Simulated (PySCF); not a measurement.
**Basis set benchmark on one molecule**

Molecule: SMILES O=C(Cl)c1cccs1, C5H3ClOS.

Geometry:
```csv
atom,x (Å),y (Å),z (Å)
O1,3.299,1.369,0.906
C2,2.737,0.494,0.329
Cl3,3.650,-0.890,-0.341
C4,1.304,0.404,0.082
C5,0.567,-0.558,-0.581
C6,-0.813,-0.258,-0.601
C7,-1.097,0.922,0.048
S8,0.296,1.676,0.683
H9,1.027,-1.438,-1.029
H10,-1.571,-0.884,-1.072
H11,-2.074,1.387,0.182
```

Geometry PBE0-D3(BJ)/def2-SVP throughout; GIAO in PySCF 2.14, gas phase, one conformer, non-relativistic; equivalent atoms averaged; functional PBE0.

Reference values (estimated from measurements, as parent shift plus tabulated substituent increments; solution, not stated per compound (mostly CDCl3 or CCl4); Pretsch, Buehlmann, Badertscher, Structure Determination of Organic Compounds, 4th ed. (2009)): δ(H9) = 7.84 ppm, δ(H10) = 7.02 ppm, δ(H11) = 7.64 ppm. Computed shifts are taken against TMS, calculated as an isolated molecule at each level.

Problem. How do the basis sets cc-pVDZ, def2-SVP, aug-cc-pVDZ, def2-TZVP, cc-pVTZ, IGLO-III perform against the reference? Times are CPU seconds on 1 thread of an Arm Neoverse V1, shared host.

Solution. 
| basis set | functions | H9 | H10 | H11 | mean abs. error H | core-s |
| --- | --- | --- | --- | --- | --- | --- |
| cc-pVDZ | 135 | 7.82 | 6.99 | 7.54 | 0.05 | 14 |
| def2-SVP | 135 | 7.90 | 6.92 | 7.34 | 0.15 | 13 |
| aug-cc-pVDZ | 219 | 8.29 | 7.22 | 7.90 | 0.30 | 30 |
| def2-TZVP | 278 | 8.23 | 7.24 | 7.85 | 0.27 | 41 |
| cc-pVTZ | 290 | 8.16 | 7.18 | 7.83 | 0.22 | 45 |
| IGLO-III | 328 | 8.22 | 7.19 | 7.83 | 0.25 | 50 |

For $^{1}$H the closest is cc-pVDZ (0.05 ppm) and the furthest aug-cc-pVDZ (0.30 ppm). Where a smaller basis beats a larger one, errors probably cancel. One molecule is a small sample, and vibrational and solvent effects are absent from the calculation.

A small basis that lands close on one nucleus may do so by chance; judge by the trend and by all nuclei.
